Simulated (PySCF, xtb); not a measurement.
C5H7FO, SMILES C=C1C[C@@](C)(F)O1.

Harmonic wavenumbers (cm⁻¹) from GFN2-xTB (xtb) at its own minimum, in rising order: 82, 175, 281, 310, 343, 399, 463, 492, 628, 712, 826, 840, 874, 920, 942, 956, 998, 1027, 1114, 1150, 1191, 1224, 1253, 1372, 1386, 1423, 1456, 1466, 1789, 3022, 3025, 3046, 3051, 3056, 3136, 3172.

Task: What does B3LYP-D3(BJ)/def2-SVP run with PySCF give at its own minimum? (The exact figures need the calculation; the answer reports its results.)

Result: 79, 236, 303, 331, 368, 433, 485, 520, 648, 719, 805, 827, 877, 911, 955, 964, 992, 1075, 1120, 1184, 1268, 1287, 1306, 1395, 1412, 1435, 1455, 1457, 1788, 3050, 3082, 3144, 3147, 3151, 3166, 3269. Paired by order, the mean absolute difference is 33 cm⁻¹ and the zero-point energies are 68.0 and 69.5 kcal/mol.
